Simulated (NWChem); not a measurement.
System: Si$_{2}$H$_{3}$ClF$_{2}$; SMILES F[SiH2][Si@H](F)Cl

```xyz
8

F      0.6998     2.0725     0.9845
Si     0.0737     1.6802    -0.4654
Si    -0.5693    -0.5749    -0.4042
F     -1.7562    -0.7707     0.6845
Cl     1.0470    -1.7044     0.1861
H      1.1207     1.8715    -1.5095
H     -1.0907     2.5697    -0.7402
H     -1.0624    -1.1023    -1.7050
```
Atoms are numbered in this order, from 1.

All runs: NWChem. Pople sets run with spherical d functions. Geometry: optimised at PBE0/def2-SVP. B3LYP is NWChem's, with the RPA form of VWN correlation. Vzz is the largest principal value of the second derivative of the potential at the nucleus (NWChem prints the opposite sign); η is the asymmetry. Non-relativistic.

Task: What does the run give for B3LYP/6-31G*? Quantities: Vzz Cl5 (a.u.); η Cl5.

Result: 
```yaml
Vzz Cl5 (a.u.): 1.988
"η Cl5": 0.13
```
